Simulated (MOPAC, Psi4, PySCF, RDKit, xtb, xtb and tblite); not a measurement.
Torsional profile of SMILES F[SiH2][SiH2]F, singlet. Scanned: dihedral F1–Si2–Si3–F4; all other coordinates were relaxed at GFN2-xTB. GFN2-xTB can order the conformers of Si and Ge chains otherwise than DFT does. Points at φ and −φ are mirror images.

Geometry of the scan point at 120° (Å):
```
8

F      1.8873     0.6393    -1.0378
Si     1.1299    -0.0348     0.2199
Si    -1.1227    -0.0175    -0.2359
F     -1.6332    -1.5503    -0.2326
H      1.5355     0.8107     1.3403
H      1.7844    -1.3356     0.3284
H     -1.5395     0.4563    -1.5527
H     -1.9513     0.6076     0.7926
```

Computed with: GFN2-xTB (xtb and tblite); MMFF94 // GFN2-xTB (RDKit); B3LYP/def2-TZVP // GFN2-xTB (Psi4); B3LYP-D3(BJ)/def2-TZVP // GFN2-xTB (Psi4); PBE/def2-TZVP // GFN2-xTB (Psi4); PBE-D3(BJ)/def2-TZVP // GFN2-xTB (Psi4); MP2/cc-pVTZ = DF-MP2 (frozen core)/cc-pVTZ // GFN2-xTB run with Psi4; HF/cc-pVTZ // GFN2-xTB (Psi4); UFF // GFN2-xTB (RDKit); AM1, restricted, heats of formation // GFN2-xTB (MOPAC); PM6, restricted, heats of formation // GFN2-xTB (MOPAC); GFN1-xTB // GFN2-xTB (xtb); RKS-B3LYP/6-31G* = restricted B3LYP/6-31G*, spherical d // GFN2-xTB in PySCF; RKS-B3LYP/6-311+G** = restricted B3LYP/6-311+G**, spherical d, density fitting // GFN2-xTB in PySCF 2.14.0; RHF/STO-3G = restricted Hartree-Fock/STO-3G // GFN2-xTB (PySCF 2.14.0); RMP2/3-21G = restricted MP2 (frozen core)/3-21G // GFN2-xTB run with PySCF 2.14.0.

Least-squares fit of E(φ) = a0 + Σ (a_n cos nφ + b_n sin nφ), n = 1 to 4, to the 18 scan points, in kcal/mol above the lowest point of each profile (levels whose profile four harmonics don't fit are not listed):

```tsv
method	a0	a1	b1	a2	b2	a3	b3	a4	b4	rms of fit
GFN2-xTB	1.20	1.12	0.00	-0.02	0.00	0.06	0.00	-0.01	0.00	0.00
MMFF94	0.62	0.18	0.00	0.13	0.00	0.58	0.00	-0.01	0.00	0.00
B3LYP/def2-TZVP	0.49	0.17	0.00	0.29	0.00	0.46	0.00	-0.01	0.00	0.01
B3LYP-D3(BJ)/def2-TZVP	0.49	0.17	0.00	0.29	0.00	0.46	0.00	-0.01	0.00	0.01
PBE/def2-TZVP	0.55	0.12	0.00	0.32	0.00	0.47	0.00	-0.01	0.00	0.01
PBE-D3(BJ)/def2-TZVP	0.55	0.12	0.00	0.32	0.00	0.47	0.00	-0.01	0.00	0.01
MP2/cc-pVTZ	0.52	0.10	0.00	0.25	0.00	0.45	0.00	0.00	0.00	0.00
HF/cc-pVTZ	0.43	0.20	0.00	0.23	0.00	0.42	0.00	-0.01	0.00	0.00
UFF	0.69	-0.14	0.00	0.14	0.00	0.55	0.00	0.00	0.00	0.00
AM1	1.19	-1.29	0.00	0.09	0.00	-0.01	0.00	0.01	0.00	0.00
PM6	0.26	0.13	0.00	0.09	0.00	0.22	0.00	-0.01	0.00	0.00
GFN1-xTB	0.84	0.54	0.00	-0.20	0.00	0.11	0.00	0.00	0.00	0.00
RKS-B3LYP/6-31G*	0.56	0.26	0.00	0.33	0.00	0.53	0.00	-0.03	0.00	0.01
RKS-B3LYP/6-311+G**	0.47	0.39	0.00	0.31	0.00	0.42	0.00	0.02	0.00	0.00
RHF/STO-3G	0.46	-0.57	0.00	0.28	0.00	0.04	0.00	0.01	0.00	0.01
RMP2/3-21G	0.65	0.03	0.00	0.40	0.00	0.46	0.00	-0.05	0.00	0.01
```

MMFF94 has few fitted parameters for silicon.
